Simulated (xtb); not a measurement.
GeH4S2, SMILES [SH][GeH2][SH]. All values are semi-empirical tight-binding results from xtb (GFN2-xTB unless named), good for trends rather than for accurate numbers. Geometry optimised at GFN2-xTB. One conformer was computed; it need not be the lowest.

For metal compounds this method's bond lengths and energies can be far off.

Question: Estimate the properties. (An estimate is asked for; the answer gives what the named calculation found.)

Answer: 
The point group as xtb finds it is C2. The orbital gap comes out as 4.47 eV. The zero-point energy is 19.5 kcal/mol and the G − E(el) at 298.15 K (modified RRHO) is 0.5 kcal/mol.
